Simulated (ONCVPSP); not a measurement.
# Ranking ONCV potentials for Co (Z = 27)

All share these settings but for the change named:

cobalt (Co), optimised norm-conserving Vanderbilt (ONCV), made with ONCVPSP 4.0.1 (PBEsol, fully relativistic). Core [Ne], reference 3s2 3p6 3d7 4s2. Waves: 3s+4s: rc 1.05 bohr, ncon 4, nbas 7, qcut 12.9 1/bohr, 2 projectors; 3p: rc 0.75 bohr, ncon 4, nbas 7, qcut 10 1/bohr, 2 projectors, debl 1.8 Ha; 3d: rc 1.40 bohr, ncon 3, nbas 8, qcut 13.6 1/bohr, 3 projectors, debl 2.9 Ha. Local part: polynomial inside 0.55 bohr (lpopt 5, dvloc0 0 Ha). Core correction: Teter function, fcfact 2, rcfact 1.5.

Open shells are filled in proportion to 2j + 1.

In the p channel the program set the typed energies aside and used -2.384, 0.250 Ha (j = l + 1/2; the other j can differ).

Cutoff: the first of the cutoffs (Ha) at which the residual kinetic energy of the hardest occupied pseudo-wave falls to 1 and 0.1 mHa per electron; the density cutoff is not measured.

The base gives 117 Ha.

Of 9 variants that were run, those that failed, showed a ghost or another fault, or gave nearly equal values are left out.

A variant can come out equal or close to the base.

(1) Rank these variants from softest to hardest (loose cutoff).
A. d: debl 4.85
B. p: qcut 8.3
C. p: rc 0.88

## Answers

(1) C (61 Ha), A (117 Ha), B (139 Ha).
